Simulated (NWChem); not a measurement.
System: CH₄BBr; SMILES CBBr

```xyz
7

B     -0.6272     1.0078    -0.0003
H     -1.8298     1.1054     0.0005
Br     0.0439    -0.7816     0.0000
C      0.3149     2.2420    -0.0002
H      1.3891     2.0156    -0.0070
H      0.0799     2.8665     0.8809
H      0.0698     2.8771    -0.8707
```
Atoms are numbered in this order, from 1.

Geometry: optimised at PBE0/def2-SVP.

Question: List the 4 lowest vertical singlet excitations from CAM-B3LYP/def2-SVPD, TDA (NWChem).

Answer: 
```tsv
state	energy (eV)	oscillator strength	leading excitation (squared amplitude)
S1	5.09	0.000	HOMO → LUMO (0.98)
S2	6.79	0.163	HOMO−1 → LUMO (0.92)
S3	6.82	0.003	HOMO−2 → LUMO (0.97)
S4	7.33	0.000	HOMO−3 → LUMO (0.97)
```
